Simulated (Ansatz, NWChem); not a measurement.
Worked example: the enthalpy of formation of HI (hydrogen iodide)

The species is HI (2 atoms), meant as a singlet with charge 0. As SMILES, `I`. Geometry: relaxed at PBE0-D4/def2-TZVP.

| atom | x (Å) | y (Å) | z (Å) |
| --- | --- | --- | --- |
| I | -0.6839 | 0.2458 | -0.3462 |
| H | 0.6839 | -0.2458 | 0.3462 |

Total energies at PBE0/def2-TZVPPD (core potential) (NWChem 7.3.0); the atoms run unrestricted:

```tsv
species	state	energy (Eh)
HI	singlet	-298.318510
I	doublet	-297.693206
H	doublet	-0.501036
```

Harmonic wavenumbers at PBE0-D4/def2-TZVP, in cm⁻¹: 2344.

Measured heats of formation of the gaseous atoms at 298.15 K, in kJ/mol: I 106.8, H 218.0. Spin-orbit lowering of the atoms at 298 K (mean of the ground term's levels less their thermal mean, from spectra), in kJ/mol: I 30.32. Take 1 Eh = 2625.50 kJ/mol, 1 cm⁻¹ = 0.0119627 kJ/mol, RT = 2.479 kJ/mol.

Q: What heat of formation follows?

A: 
1. Electronic atomisation energy: (-297.693206) + (-0.501036) − (-298.318510) = 0.124268 Eh = 326.3 kJ/mol.
2. Zero-point energy: half the sum of the wavenumbers, 1172 cm⁻¹ = 14.0 kJ/mol.
3. Thermal vibrational enthalpy, Σ hcν̃/(exp(hcν̃/kT) − 1): 0.0 kJ/mol. Translation, rotation and pV of a linear molecule: 3.5 RT = 8.7 kJ/mol.
4. The 2 free atoms carry 5/2 RT each: 12.4 kJ/mol.
5. Spin-orbit coupling lowers the free atoms by 30.32 = 30.3 kJ/mol.
6. Atomisation enthalpy at 298 K: 326.3 − 30.3 − 14.0 − 0.0 − 8.7 + 12.4 = 285.7 kJ/mol.
7. Sum of the atoms' heats of formation: 324.8 kJ/mol. Heat of formation: 324.8 − 285.7 = +39.1 kJ/mol.

The tabulated value is +26.5 kJ/mol (Active Thermochemical Tables), so this level is off by +12.6 kJ/mol, or 4.2 % of the atomisation enthalpy. Anharmonicity and any spin-orbit splitting of the molecule are left out.
